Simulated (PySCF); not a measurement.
## Ionisation energy of Ar⁺ by level of theory

Ar⁺ [Ne] 3s2 3p5 (2P) → Ar²⁺ [Ne] 3s2 3p4 (3P), as a difference of total energies. Calculation: PySCF 2.14, in Sapporo-DZP-2012 (5s4p2d, 27 functions); the spin-free X2C one-electron Hamiltonian (Gaussian nucleus). Correlated levels: valence: [Ne] frozen. The calculations carry no spin-orbit coupling.

```
           method  ionisation energy (eV)
              UHF                  26.399
             TPSS                  27.638
            M06-L                  27.526
    MP2 (valence)                  27.118
SCS-MP2 (valence)                  27.078
   CCSD (valence)                  27.043
CCSD(T) (valence)                  27.050
```

Problem. How much does correlation contribute at CCSD(T) (valence)?

Solution. 27.050 − (26.399) = 0.651 eV, measured against UHF.

The reference lies between the lowest fine-structure levels, while these numbers refer to the centres of the terms.

Errors of the correlated levels include the incompleteness of this basis and the frozen core.

For comparison: 27.630 eV (measured; NIST Atomic Spectra Database, ionization energies).
